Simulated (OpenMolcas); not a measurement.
**Lines of Sc: computed and rescaled rates**

```json
{
 "Program": "OpenMolcas 26.06",
 "Method": "MS-CASPT2, IPEA 0.25 Eh, imaginary shift 0.1 Eh (closed shells correlated: 3s 3p)",
 "Basis": "ANO-RCC-VTZP [6s5p3d2f1g]",
 "Scalar Hamiltonian": "DKH2, point nucleus",
 "Active space": "3 electrons in 6 orbitals (3d 4s)",
 "State averaging": "2S+1 = 2 even, 30 roots; 2S+1 = 4 even, 10 roots kept (CI in the orbitals of an earlier block)",
 "Spin-orbit coupling": "state interaction with AMFI integrals over the reference wave functions, term energies averaged over their components"
}
```

Rates come from the transition moments of the reference wave functions (E1 and E2 in the length form). At fixed line strength A goes as λ^-3 for E1 and M1 and as λ^-5 for E2, so a rate at the computed wavelength can be rescaled to the measured one. Measured vacuum wavelengths follow from level energies in NIST Handbook of Basic Atomic Spectroscopic Data. Branching counts decays inside the model space alone, at computed energies, and the table is only a selection of the E2 and M1 lines, drawn from those between levels with measured partners whose computed energy lies within a factor of 1.5 of the measured one.

```
        Upper          Lower  Type  λ computed (nm)  λ measured (nm)  A computed (s-1)  A rescaled (s-1)  Branching %
3d² 4s ²F_7/2  3d 4s² ²D_5/2    E2            769.9            672.3          1.68e+00          3.31e+00         89.2
3d² 4s ²F_5/2  3d 4s² ²D_3/2    E2            769.5              670          1.53e+00          3.06e+00         82.4
3d² 4s ²F_5/2  3d 4s² ²D_5/2    E2            777.8            677.6          3.26e-01          6.50e-01         17.6
3d² 4s ²F_7/2  3d 4s² ²D_3/2    E2            761.7            664.8          2.02e-01          3.99e-01         10.8
3d² 4s ⁴F_5/2  3d 4s² ²D_3/2    E2             1064            865.2          6.63e-05                           90.2
3d² 4s ⁴F_7/2  3d 4s² ²D_5/2    E2             1072              874          5.97e-05                           77.2
3d 4s² ²D_5/2  3d 4s² ²D_3/2    M1            71640            59400          2.95e-05          5.18e-05        100.0
3d² 4s ⁴F_3/2  3d 4s² ²D_3/2    E2             1069            868.1          2.31e-05                           67.9
3d² 4s ⁴F_9/2  3d² 4s ⁴F_7/2    M1           118400           149000          1.63e-05          8.18e-06         81.2
3d² 4s ⁴F_7/2  3d² 4s ⁴F_5/2    M1           152100           190200          1.24e-05          6.34e-06         16.0
```

Spin-changing lines and M1 lines between different terms are not rescaled, since their strength hangs on the term gaps too.

The largest correction is for 3d² 4s ²F_5/2 → 3d 4s² ²D_3/2 (E2): 1.53e+00 × (769.5 / 670)^5 = 3.06e+00 s-1, a factor of 2.00.

No measured rate stands beside these. Rescaling mends the energy factor alone: line strengths can still be far off where a level mixes with configurations outside the active space, and weak or spin-changing lines hang on small mixing coefficients that depend on the term gaps too, so rescaling need not improve them.

CASPT2 does not keep the components of a term degenerate, so their means are used; among the terms shown or strongly mixed into the levels shown the widest spread is 2100 cm-1 (3d² 4s ²F). Over all roots computed the reference weight is 0.85 to 0.93; the roots of lowest weight are the least certain, and an intruder state may touch them. Terms from blocks run as CI alone lack orbitals of their own. A single d shell beside an s shell can misplace configurations of different d count against each other. Measured partners are found by configuration, term and J. A level has none where our copy of the source lacks it or the pairing is in doubt (some pairs that miss far off the trend of their configuration count as doubtful). Only configurations of the active space appear.
